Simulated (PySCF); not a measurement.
A structure optimised at PBE-D3(BJ)/def2-SVP, used in a PySCF frequency run:

```
C
H 1 1.1033
H 1 1.1077 2 110.77
H 1 1.1077 2 110.77 3 -121.70
O 1 1.4609 2 105.94 3 119.15
C 5 1.3196 1 116.07 2 180.00
O 6 1.2004 5 130.48 1 0.00
```
Charge 0, spin multiplicity 2.

Write its SMILES, formula and point group.

CO[C]=O, C2H3O2, Cs

What are its rotational constants (standard atomic weights)?

22.731, 6.6641, 5.3327 GHz
